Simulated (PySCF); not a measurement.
**C₆ coefficients of unlike pairs at PBE**

Calculated with PySCF 2.14 from the dipole response of each species, C₆(A,B) = (3/π) ∫ α_A(iu) α_B(iu) du, in atomic units, from isotropic polarisabilities. For ions this is the dispersion term alone; charge-induced terms of lower order in 1/R come first.

| species | configuration | basis | relativity | α (bohr³) | C₆ (like pair) |
| --- | --- | --- | --- | --- | --- |
| Nb³⁺ | [Kr] 4d2 (3F) | aug-cc-pVDZ-PP with ECP28MDF (5s5p4d2f) | core potential | 6.046 | 25.59 |
| Al²⁺ | [Ne] 3s1 (2S) | aug-cc-pwCVDZ (6s5p3d) | none | 13.90 | 37.64 |
| Au | [Xe] 4f14 5d10 6s1 (2S) | aug-cc-pwCVTZ-PP with ECP60MDF (8s8p7d4f3g) | core potential | 35.22 | 322.2 |
| Ta | [Xe] 4f14 5d3 6s2 (4F) | aug-cc-pVTZ-PP with ECP60MDF (6s6p5d3f2g) | core potential | 84.32 | 1086 |

**Question.** Estimate C₆ for Au with Nb³⁺.

**Answer.** The integral gives 85.02. The combination rule 2 C_A C_B / (C_A α_B/α_A + C_B α_A/α_B) gives 80.69 and the geometric mean 90.80.

No spin-orbit coupling is included.

The other pairs:

```json
{"pair": "Ta, Au", "C₆": "570.4"}
{"pair": "Al²⁺, Nb³⁺", "C₆": "25.84"}
{"pair": "Au, Al²⁺", "C₆": "107.2"}
{"pair": "Ta, Nb³⁺", "C₆": "135.5"}
{"pair": "Ta, Al²⁺", "C₆": "201.3"}
```
